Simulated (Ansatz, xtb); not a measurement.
**Relative energy of two structures of GeH2NS+**

Structure a: a singlet given by its coordinates. Structure b: `[NH2+]=[Ge]=[S]`, a singlet. Both are isolated ions in the gas phase, relaxed with PBE-D3(BJ)/def2-SVP.

a (Å):

```yaml
atoms:
  - { symbol: Ge, position_ang: [-2.2593, 0.8797, 2.3874] }
  - { symbol: N, position_ang: [-3.2223, -0.6416, 1.2792] }
  - { symbol: S, position_ang: [-4.3934, 0.2447, 2.3220] }
  - { symbol: H, position_ang: [-3.1107, -1.6398, 1.5262] }
  - { symbol: H, position_ang: [-3.3998, -0.5383, 0.2654] }
```

Close contacts (Å): Ge1–N2 2.11, Ge1–S3 2.23, N2–S3 1.80, N2–H4 1.03, N2–H5 1.03.

b (Å):

```tsv
atom	x (Å)	y (Å)	z (Å)
Ge	-3.0418	0.3010	2.0538
N	-3.4871	-1.0584	1.0423
S	-2.3690	1.7572	3.2248
H	-4.1066	-1.7943	1.4113
H	-3.4836	-0.9607	0.0167
```

Quicker runs give these differences E(b) − E(a): GFN2-xTB +14.9 kcal/mol; HF/STO-3G +24.8 kcal/mol (at GFN2-xTB geometries); r2SCAN-D4/def2-SVP +16.7 kcal/mol (at GFN2-xTB geometries).

Problem. Estimate E(b) − E(a) at the level CCSD(T)/def2-TZVPP.

Solution. Calculated at CCSD(T)/def2-TZVPP: E(b) − E(a) = +14.2 kcal/mol, so structure a lies lower.

The same difference at several levels:

```
              level             geometry  E(b) − E(a) (kcal/mol)  departure from the last row (kcal/mol)  job, with rough time for the two
           GFN2-xTB             GFN2-xTB                     +14.9                                    +0.7              optimisation, 0.57 s
          HF/STO-3G             GFN2-xTB                     +24.8                                   +10.6               single point, 1.9 s
 r2SCAN-D4/def2-SVP             GFN2-xTB                     +16.7                                    +2.5               single point, 8.7 s
PBE-D3(BJ)/def2-SVP  PBE-D3(BJ)/def2-SVP                     +19.7                                    +5.5                optimisation, 55 s
      HF/def2-TZVPP  PBE-D3(BJ)/def2-SVP                     +16.1                                    +1.9           part of the CCSD(T) run
     MP2/def2-TZVPP  PBE-D3(BJ)/def2-SVP                     +11.0                                    −3.3           part of the CCSD(T) run
 CCSD(T)/def2-TZVPP  PBE-D3(BJ)/def2-SVP                     +14.2                                                     single point, 3.2 min
```

The levels shown agree on the order. The largest departure from CCSD(T)/def2-TZVPP is that of HF/STO-3G, 10.6 kcal/mol.

With harmonic frequencies from PBE-D3(BJ)/def2-SVP (ideal gas, rigid rotor, one conformer each, 298.15 K, 1 atm): on the last row, ΔE + ΔZPE = +12.3, ΔH = +13.1, ΔG = +12.1 kcal/mol.

The correlated steps freeze 15 core orbitals; the filled d shell of Ge is correlated, in a basis made for valence electrons. Run with Ansatz 0.2.0, xtb 6.7.1; the last row on 1 thread of AMD EPYC (Zen 3) on a shared host.
